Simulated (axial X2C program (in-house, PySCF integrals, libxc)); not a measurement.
# Ca₂: cheaper levels and CCSD(T), 2c

All values were computed with an in-house relativistic program for diatomic molecules. Two-component (2c) means X2C with spin–orbit coupling and atomic mean-field two-electron Coulomb and Gaunt terms. Basis: Ca dyall-cv3z [11s12p6d4f] (cores contracted in-house); Gaussian nuclei, density fitting, unrestricted open shells. Masses: Ca 39.963 u.

State: Ω = 0 (closed shell); fragments Ca + Ca.

```
level  Re (Å)  ωe (cm⁻¹)  De (eV)
 PBE0   4.218       79.0    0.203
  MP2   4.573       51.8    0.090
 PW91   4.108       88.1    0.263
```

Correlated methods: 4 electrons correlated (number of frozen shells: Ca 3 s, 2 p), 304 virtual spin orbitals or spinors in MP2, 90 natural virtuals in coupled cluster.

CCSD(T), same Hamiltonian and basis:

Re = 4.430 Å, ωe = 59.4 cm⁻¹, De = 0.11 eV; T1 = 0.017 (Lee–Taylor normalisation).

Task: Give the differences from CCSD(T) in the columns below.

Result: 

| level | ΔRe (Å) | Δωe (cm⁻¹) |
| --- | --- | --- |
| PBE0 | -0.212 | 19.6 |
| MP2 | 0.143 | -7.6 |
| PW91 | -0.322 | 28.7 |

The state is one determinant whose occupation by symmetry is held fixed; it was picked as the lowest of a PBE0 search that is not exhaustive. Dissociation energies refer to the lowest single-determinant-based atoms at the same level and basis. CCSD and (T) use frozen natural virtuals with an MP2 correction for the truncation; (T) itself is uncorrected, so its De runs slightly low. The outer-core s and p shells of the metal are frozen in the correlated rows, which leaves out core–valence correlation; for alkali and alkaline-earth bonds that tends to lengthen them. The levels of this run spread widely (ωe from 52 to 88 cm⁻¹), so these constants depend on the method. The bond is weak, and without diffuse functions and with truncated virtuals even CCSD(T) can be tens of per cent off in De.
